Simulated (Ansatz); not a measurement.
Isomers of CH₉NSi₂, relaxed with PBE0-D4/def2-TZVP in Ansatz; electronic energies, one conformer each and not always the lowest. Functionals use def2-TZVPP; CBS adds triple-zeta CCSD(T) − MP2 to the MP2 limit of def2-TZVPP and def2-QZVPP.

Question: Order them by energy at frozen-core CCSD(T)/CBS, lowest first. (An estimate is asked.)
A. `C[SiH2]N[SiH3]`
B. `NC([SiH3])[SiH3]`
C. `[SiH3]CN[SiH3]`
D. `CN([SiH3])[SiH3]`
E. `CN[SiH2][SiH3]`

Answer: A (0.0 kcal/mol), D (21.0 kcal/mol), E (35.0 kcal/mol), C (37.4 kcal/mol), B (49.8 kcal/mol).

Question: How do B3LYP, PBE0-D4, MP2/CBS(def2), r2SCAN-D4 place them (kcal/mol, against `C[SiH2]N[SiH3]`)? (Best estimate.)

Answer: Computed: 
```json
{"isomer": "`CN[SiH2][SiH3]`", "B3LYP": "32.9", "PBE0-D4": "30.9", "MP2/CBS(def2)": "37.9", "r2SCAN-D4": "33.4"}
{"isomer": "`NC([SiH3])[SiH3]`", "B3LYP": "49.7", "PBE0-D4": "46.9", "MP2/CBS(def2)": "51.7", "r2SCAN-D4": "49.2"}
{"isomer": "`[SiH3]CN[SiH3]`", "B3LYP": "35.8", "PBE0-D4": "35.6", "MP2/CBS(def2)": "38.8", "r2SCAN-D4": "37.3"}
{"isomer": "`CN([SiH3])[SiH3]`", "B3LYP": "21.0", "PBE0-D4": "20.8", "MP2/CBS(def2)": "21.7", "r2SCAN-D4": "21.7"}
```

B3LYP here is the variant with VWN-RPA as its local correlation; programs differ in this.
